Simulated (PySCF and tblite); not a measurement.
Results of a calculation; reference values are marked as such.
C₆H₈O, numbered as in [CH2:1]=[CH:2][C:3]1=[CH:4][CH2:5][CH2:6][O:7]1.

The ensemble was built from 60 distance-geometry starts (ETKDG and KDG, MMFF94s, GFN2-xTB) and rests on GFN2-xTB geometries. Weights use B3LYP-D3(BJ)/def2-SVP (IEF-PCM, methanol) energies plus GFN2-xTB zero-point and thermal terms (modes under about 100 cm⁻¹ blended into free rotors). Symmetry numbers and mirror images are counted. Conformers within 2.5 kcal/mol (GFN2-xTB free energy) were kept, 4 at most. Couplings: B3LYP/6-31G* with pcJ-1 on H (gas phase; spin-dipole term only for pairs with B, N, F, Si or P). Couplings are for ¹H; a prime marks the second kind of pair between the same two sets of atoms. H–H couplings come out 0.1 to 0.9 Hz lower than with pcJ-1 on all atoms. Of two unlike H on one atom, a is the less shielded (B97-2/pcSseg-1 (IEF-PCM, methanol)). Programs: PySCF with density fitting and tblite.

Torsions listed: C1–C2–C3–O7. The 5-ring runs over atoms 3–4–5–6–7.

```
conformer              shape  weight %
        1    5-ring flat; 0°      99.3
        2  5-ring flat; 180°       0.7
```

Task: Give the couplings in each conformer and the averages at 298.15 K (pairs that fast motion interchanges averaged).

Result: 
```json
{"coupling": "²J(H1a,H1b)", "pairs": "1", "1": "0.2", "2": "-0.7", "average (Hz)": "0.2"}
{"coupling": "³J(H1a,H2)", "pairs": "1", "1": "16.9", "2": "18.0", "average (Hz)": "16.9"}
{"coupling": "³J(H1b,H2)", "pairs": "1", "1": "12.0", "2": "13.1", "average (Hz)": "12.0"}
{"coupling": "³J(H4,H5)", "pairs": "2", "1": "3.9", "2": "4.3", "average (Hz)": "3.9"}
{"coupling": "²J(H5,H5)", "pairs": "1", "1": "-18.1", "2": "-18.3", "average (Hz)": "-18.1"}
{"coupling": "³J(H5,H6)", "pairs": "2", "1": "7.8", "2": "8.2", "average (Hz)": "7.8"}
{"coupling": "³J(H5,H6′)", "pairs": "2", "1": "14.5", "2": "15.1", "average (Hz)": "14.6"}
{"coupling": "²J(H6,H6)", "pairs": "1", "1": "-10.0", "2": "-10.1", "average (Hz)": "-10.0"}
```
